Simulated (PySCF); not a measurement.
C$_{5}$H$_{7}$Br, singlet, at a GFN2-xTB geometry; DF-PBE0/6-31G** run with PySCF.

Here is a job for PySCF.
```python
from pyscf import gto, scf, dft

mol = gto.Mole()
mol.atom = '''
    C    -3.30064899   -0.62902165    0.40455712
    C    -2.02343046   -0.49066273    0.12316720
    C    -0.77426093   -1.21060049    0.56370361
    C    -0.01284637   -0.44869666   -0.52876621
    Br    1.58768941    0.51413075    0.05682150
    C    -1.25142719    0.41402079   -0.80331318
    H    -3.64685231   -1.37217404    1.10249177
    H    -4.04912084   -0.00255914   -0.04995316
    H    -0.78027832   -2.29590807    0.46736619
    H    -0.46628731   -0.95200052    1.57687335
    H     0.30223902   -1.06375700   -1.36971289
    H    -1.16750623    1.43545911   -0.43202401
    H    -1.58563958    0.44612787   -1.83988487
'''
mol.basis = '6-31g**'
mol.verbose = 4
mol.max_memory = 1800
mol.build()

mf = dft.RKS(mol)
mf.xc = 'pbe0'
mf = mf.density_fit(auxbasis='def2-universal-jkfit')
mf.kernel()
```

Output, abridged:

```
PySCF version 2.14.0

[INPUT] verbose = 4
[INPUT] num. atoms = 13
[INPUT] num. electrons = 72
[INPUT] charge = 0
[INPUT] spin (= nelec alpha-beta = 2S) = 0
[INPUT] symmetry False subgroup None
[INPUT] Mole.unit = angstrom
[INPUT] Symbol           X                Y                Z      unit          X                Y                Z       unit  Magmom
[...]
nuclear repulsion = 379.984771711675
number of shells = 63
number of NR pGTOs = 279
number of NR cGTOs = 137
basis = 6-31g**
ecp = {}

******** <class 'pyscf.df.df_jk.DFRKS'> ********
method = DFRKS
initial guess = minao
damping factor = 0
level_shift factor = 0
DIIS = <class 'pyscf.scf.diis.CDIIS'>
diis_start_cycle = 1
diis_space = 8
diis_damp = 0
SCF conv_tol = 1e-09
SCF conv_tol_grad = None
SCF max_cycles = 50
direct_scf = False
XC library pyscf.dft.libxc version 7.1.2
    S. Lehtola, C. Steigemann, M. J. T. Oliveira, and M. A. L. Marques,  SoftwareX 7, 1–5 (2018)
XC functionals = pbe0
    C. Adamo and V. Barone,  J. Chem. Phys. 110, 6158 (1999)
    M. Ernzerhof and G. E. Scuseria,  J. Chem. Phys. 110, 5029 (1999)
radial grids:
    Treutler-Ahlrichs [JCP 102, 346 (1995); DOI:10.1063/1.469408] (M4) radial grids

becke partition: Becke, JCP 88, 2547 (1988); DOI:10.1063/1.454033
pruning grids: <function nwchem_prune>
grids dens level: 3
symmetrized grids: False
atomic radii adjust function: <function treutler_atomic_radii_adjust>
small_rho_cutoff = 0
Set gradient conv threshold to 3.16228e-05
Initial guess from minao.
tot grids = 159672
******** <class 'pyscf.df.df.DF'> ********
auxbasis = def2-universal-jkfit
init E= -2767.68945630807
[...]
cycle= 1 E= -2767.98280258295  delta_E= -0.293  |g|= 0.348  |ddm|= 3.37
[...]
cycle= 2 E= -2767.98487777738  delta_E= -0.00208  |g|= 0.346  |ddm|= 0.755
[...]
cycle= 3 E= -2768.01623796298  delta_E= -0.0314  |g|= 0.0635  |ddm|= 0.395
[...]
cycle= 4 E= -2768.01701322362  delta_E= -0.000775  |g|= 0.0318  |ddm|= 0.0917
[...]
cycle= 5 E= -2768.0172683675  delta_E= -0.000255  |g|= 0.00624  |ddm|= 0.0373
[...]
cycle= 6 E= -2768.01727729264  delta_E= -8.93e-06  |g|= 0.00281  |ddm|= 0.00886
[...]
cycle= 7 E= -2768.01727908147  delta_E= -1.79e-06  |g|= 0.000419  |ddm|= 0.00251
[...]
cycle= 8 E= -2768.01727912439  delta_E= -4.29e-08  |g|= 0.000125  |ddm|= 0.000718
[...]
cycle= 9 E= -2768.01727912732  delta_E= -2.93e-09  |g|= 1.23e-05  |ddm|= 0.000136
[...]
cycle= 10 E= -2768.01727912735  delta_E= -2.91e-11  |g|= 3.36e-06  |ddm|= 1.79e-05
[...]
Extra cycle  E= -2768.01727912735  delta_E= 4.55e-13  |g|= 4.48e-06  |ddm|= 9.39e-06
converged SCF energy = -2768.01727912735
```
